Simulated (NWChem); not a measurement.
# GeH2F2; SMILES [F][GeH2][F]

Program: NWChem. Geometry: optimised at PBE0/def2-SVP.

For level RPBE/def2-SVP:

| Quantity | Value |
|---|---|
| highest occupied level (eV) | -8.20 |
| orbital gap (eV) | 7.71 |
| dipole (D) | 2.27 |

Task: Estimate the same quantities for level PW6B95/def2-SVP.

Result: The highest occupied level (eV) is -10.05 and the orbital gap (eV) comes out as 10.36. The dipole (D) is 2.59.
